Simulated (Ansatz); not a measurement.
The Si1–Br3 bond of BrHSi (SMILES [SiH]Br) is stretched (multiplicity 1, the rest rigid).
Geometry at rest (charge 0, multiplicity 1):
```xyz
3

Si    -0.897    -0.761     1.062
H     -1.893    -1.229     0.008
Br     0.413     0.340    -0.425
```

Correlated levels freeze the cores. Filled d and f shells under p-block atoms count as core.

Programs: Ansatz (Gaussian orbitals). Values without a source in brackets are computed.

FIC-MRCISD+Q on CASSCF(6,4)/def2-TZVPP, total energies (hartree):

```json
[
 {"R (Å)": "2.267", "CASSCF": "-2861.942810", "MRCISD": "-2862.200513", "weight c² of the reference": "0.88816"},
 {"R (Å)": "3.967", "CASSCF": "-2861.836592", "MRCISD": "-2862.082459", "weight c² of the reference": "0.88788"},
 {"R (Å)": "7.253", "CASSCF": "-2861.822478", "MRCISD": "-2862.065242", "weight c² of the reference": "0.88909"}
]
```

Problem. Add the Davidson correction (E_MRCISD − E_CASSCF)(1 − c²)/c² and give the energies above the first point at the three levels.

Solution. 
Corrections (hartree): -0.032450, -0.031048, -0.030285. Above the first point (kcal/mol):
- R = 3.967 Å: CASSCF 66.7, MRCISD 74.1, with the correction 75.0
- R = 7.253 Å: CASSCF 75.5, MRCISD 84.9, with the correction 86.2

Doubts at one or more of the structures used: active orbitals that take no part (FIC-MRCISD+Q on CASSCF(6,4)/def2-TZVPP).

Ansatz is a quantum-chemistry and plane-wave program.
